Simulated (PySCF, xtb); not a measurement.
CH3, SMILES [CH3+], charge +1.

Harmonic wavenumbers (cm⁻¹) from GFN2-xTB (xtb) at its own minimum, in rising order: 1038, 1138, 1139, 2832, 2880, 2880.

### Question
What does ωB97X-D3(BJ)/def2-TZVPD (PySCF) give at its own minimum? (Estimate from the structure and the level; the computed values follow.)

### Answer
1414, 1414, 1421, 3047, 3240, 3240. Paired by order, the mean absolute difference is 312 cm⁻¹ and the zero-point energies are 17.0 and 19.7 kcal/mol.
